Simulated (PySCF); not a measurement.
CNO, SMILES [N]=C=O (connectivity only; charge and spin as stated), charge -1, multiplicity 1.

The structure is a stationary point at B3LYP-D3(BJ)/def2-TZVPD. The multiplicity is an assumed one; other spin states were not compared. The isomer is the one that the SMILES or the coordinates give; other isomers of the formula were not compared.

Estimates of the vertical detachment energy (IE) of the anion in eV. Rows of orbital energies are one-electron estimates, which approximate functionals can put far too low.

| level | IE |
|---|---|
| −ε(HOMO), −ε(LUMO), r2SCAN/def2-TZVPD (PySCF) | -0.11 |
| −ε(HOMO), −ε(LUMO), HF/def2-TZVPD (PySCF) | 4.30 |
| EOM-CCSD/aug-cc-pVDZ (PySCF) | 3.56 |
| ADC(2)/aug-cc-pVDZ (PySCF) | 2.81 |

Problem. Give the lowest 1s main lines (those of the lightest heavy element) from CVS-ADC(2)-x/aug-cc-pVDZ (PySCF, non-relativistic), with pole strengths. (The exact figures need the calculation; the answer reports its results.)

Solution. 289.0 eV (1.51).

Problem. Beyond the first one, list the lowest photoelectron lines from PySCF with ADC(2)/aug-cc-pVDZ with their pole strengths (two spins summed). (Estimate from the structure and the level; the computed values follow.)

Solution. 5.32 eV (1.68), 7.01 eV (1.68), 7.01 eV (1.68), 8.69 eV (1.66).
